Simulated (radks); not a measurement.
Spherical jellium clusters: N electrons in a uniform positive sphere of charge N and radius rs N^(1/3), rs = 5.08 bohr. Calculated with a radial shooting solver with Libxc functionals: non-relativistic Kohn-Sham, PBEsol, spin-polarised, spherical densities. Levels are named by radial order and angular momentum (1s, 1p, 1d, 2s, ...), and open shells are averaged over m.

N = 2, configuration 1s2. This is the lowest configuration that the search found. Occupied and some empty levels:

level  occupation  eigenvalue (eV)  <r> (bohr)
1s              2          -2.6233       4.936
1p              0          -1.2040       6.759

Energy (eV): total -3.30264, kinetic 2.1606, external -19.990, Hartree 9.9365, exchange-correlation -5.6137, background 10.204.
